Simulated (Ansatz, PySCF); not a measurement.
Gas-phase reaction in SMILES: C[C@H]1CO1 → C[C]1CO1 + H atom (the C-H bond at the site shown breaks; other sites are not compared here)
Geometries: B3LYP-D3(BJ)/def2-TZVP minima from Ansatz (an electronic-structure program).
Geometry of the first species:
SMILES: C1O[C@H]1C
```xyz
10

C     -1.5095     0.1353    -0.0295
C     -0.1424    -0.4792    -0.1055
C      1.0242     0.2621    -0.5856
O      0.8383     0.0192     0.8123
H     -2.0569    -0.2511     0.8326
H     -2.0846    -0.1000    -0.9282
H     -1.4388     1.2192     0.0666
H     -0.1200    -1.5621    -0.2107
H      0.9041     1.2970    -0.8935
H      1.8563    -0.2662    -1.0411
```
Charge 0, spin multiplicity 1.

Property: bond dissociation energy (0 K, with B3LYP-D3(BJ) harmonic zero-point energies from PySCF), in kJ/mol. Valence correlation only, unless marked. Open shells are spin-unrestricted. No spin-orbit coupling. No relativistic terms. Basis-set limits of correlation are two-point, X^-3; Hartree-Fock from the larger set. [CCSD(T)-MP2]/basis is that difference in the basis named.

| level | program | bond dissociation energy (kJ/mol) |
|---|---|---|
| B97M-V/def2-TZVPD | Ansatz | 411.3 |
| B3LYP/def2-TZVPD | Ansatz | 406.4 |
| PBE0/STO-3G | Ansatz | 498.0 |
| PBE0-D3(BJ)/def2-TZVPD | Ansatz + dftd3 | 402.8 |

### Question
What does RI-MP2/CBS(aug-cc-pVTZ,aug-cc-pVQZ)+[CCSD(T)-MP2]/aug-cc-pVTZ (Ansatz) give?

### Answer
424.7 kJ/mol
